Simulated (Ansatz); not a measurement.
`CC1=CC(C(F)(F)F)=[O+][Ti-]([OH])([OH])([F])[O]1` and `CC1=CC(C(F)(F)F)=[O+][Ti-]([OH])([F])([F])[O]1` differ in one atom or group.

Ansatz, PBE0-D4/def2-TZVP geometries, multiplicity 1. Each molecule was computed in one conformer, which needn't be the lowest.

Scalar relativity is left out up to krypton.

```tsv
property	`CC1=CC(C(F)(F)F)=[O+][Ti-]([OH])([OH])([F])[O]1`
HOMO energy (ωB97M-V/def2-TZVPP) / eV	-10.17
HOMO energy (PBE/def2-TZVPP) / eV	-6.87
size of the dipole moment (PBE/def2-TZVPP) / D	4.60
LUMO energy (B3LYP/def2-TZVPP) / eV	-2.85
HOMO–LUMO gap (PBE0/def2-TZVPP) / eV	5.41
LUMO energy (ωB97M-V/def2-TZVPP) / eV	-0.54
```

(1) What does the change do to each property? (An estimate is asked.)

## Answers

(1) Ansatz gave: 
```json
{"property": "HOMO energy (ωB97M-V/def2-TZVPP) / eV", "`CC1=CC(C(F)(F)F)=[O+][Ti-]([OH])([F])([F])[O]1`": "-10.39", "shift": "-0.22"}
{"property": "HOMO energy (PBE/def2-TZVPP) / eV", "`CC1=CC(C(F)(F)F)=[O+][Ti-]([OH])([F])([F])[O]1`": "-7.09", "shift": "-0.22"}
{"property": "size of the dipole moment (PBE/def2-TZVPP) / D", "`CC1=CC(C(F)(F)F)=[O+][Ti-]([OH])([F])([F])[O]1`": "6.24", "shift": "1.64"}
{"property": "LUMO energy (B3LYP/def2-TZVPP) / eV", "`CC1=CC(C(F)(F)F)=[O+][Ti-]([OH])([F])([F])[O]1`": "-3.08", "shift": "-0.23"}
{"property": "HOMO–LUMO gap (PBE0/def2-TZVPP) / eV", "`CC1=CC(C(F)(F)F)=[O+][Ti-]([OH])([F])([F])[O]1`": "5.41", "shift": "0.00"}
{"property": "LUMO energy (ωB97M-V/def2-TZVPP) / eV", "`CC1=CC(C(F)(F)F)=[O+][Ti-]([OH])([F])([F])[O]1`": "-0.76", "shift": "-0.22"}
```

Dipoles are sizes alone; their direction can turn.

B3LYP here is the variant with VWN-RPA as its local correlation; programs differ in this.
